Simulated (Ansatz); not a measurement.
Consider the hydrogenolysis of a B–Si bond: `C[SiH]1[SiH2]B1[SiH3]` + H₂ → `C[SiH]1B[SiH2]1` + SiH₄.

Computed with Ansatz on PBE0-D4/def2-TZVP structures; ΔE is electronic, products minus reactants. CCSD(T)/CBS adds triple-zeta CCSD(T) − MP2 to the extrapolated MP2 energy (def2 sets, frozen cores). This one scheme is used for every species. DFT in def2-TZVPP.

| level | ΔE (kJ/mol) |
| --- | --- |
| ωB97M-V | -4.7 |
| HF/def2-QZVPP | -33.7 |

What does CCSD(T)/CBS give? (Estimate.)

Computed: +1.3 kJ/mol. The listed levels differ from it by -6.0, -35.0 kJ/mol.

Largest T1 diagnostic among the species: 0.013.

The D4 term adds +14.1 kJ/mol with B3LYP and +7.9 kJ/mol with PBE0; it sums over pairs of atoms, weighted by their polarisabilities, and B3LYP, whose exchange is more repulsive, gets the larger term. In def2-TZVPP, CCSD(T) changes the Hartree–Fock value by +31.9 kJ/mol (the triples alone add +6.5 kJ/mol) and MP2 by +41.0 kJ/mol.

B3LYP here is the variant with VWN-RPA as its local correlation; programs differ in this.
